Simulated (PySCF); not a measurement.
CH2ClNOSi. Atoms are numbered in the order given.

```xyz
7

Si    -0.8870    -0.6818     0.0000
Cl     0.7729    -1.9022     0.0000
N     -0.3951     0.9556     0.0000
C      0.1133     2.0415     0.0000
O      0.5882     3.1054     0.0000
H     -1.6702    -0.9487     1.2307
H     -1.6702    -0.9487    -1.2307
```
Charge 0, spin multiplicity 1.

Geometry optimised at PBE0-D3(BJ)/def2-SVP. One conformer was computed; it need not be the lowest.

The numbers are results of TDA-CAM-B3LYP/def2-SVPD (PySCF 2.14.0), not measurements.

Vertical excitations. Isolated molecule, no solvent. State labels are in the subgroup Cs.

```csv
state,symmetry,energy (eV),λ (nm),f,main pairs
S1,A",6.92,179,0.000,HOMO→LUMO 77 %
S2,A',7.36,169,0.019,"HOMO−1→LUMO 51 %, HOMO→LUMO+3 26 %"
S3,A",7.59,163,0.000,HOMO−1→LUMO+3 78 %
S4,A",7.77,160,0.002,HOMO→LUMO+1 85 %
S5,A",7.78,159,0.016,HOMO−2→LUMO 73 %
S6,A',8.02,155,0.004,HOMO−1→LUMO+1 83 %
S7,A',8.21,151,0.058,"HOMO−3→LUMO 70 %, HOMO−1→LUMO 11 %"
S8,A",8.48,146,0.002,"HOMO−2→LUMO+1 37 %, HOMO→LUMO+4 28 %, HOMO→LUMO+2 13 %, HOMO−2→LUMO+2 8 %"
S9,A",8.61,144,0.020,"HOMO→LUMO+2 60 %, HOMO−2→LUMO+1 22 %"
S10,A',8.89,139,0.261,"HOMO−1→LUMO 23 %, HOMO→LUMO+3 20 %, HOMO−1→LUMO+4 13 %, HOMO−3→LUMO+1 13 %"
T1,A',6.51,190,0,"HOMO−1→LUMO 49 %, HOMO−1→LUMO+5 14 %, HOMO→LUMO+3 13 %"
T2,A",6.64,187,0,HOMO→LUMO 71 %
T3,A',6.85,181,0,"HOMO→LUMO+3 54 %, HOMO−1→LUMO 15 %, HOMO−2→LUMO+3 13 %"
T4,A",7.23,172,0,"HOMO−1→LUMO+3 39 %, HOMO−2→LUMO 25 %, HOMO→LUMO 15 %"
```
Triplets are in the Tamm–Dancoff approximation.
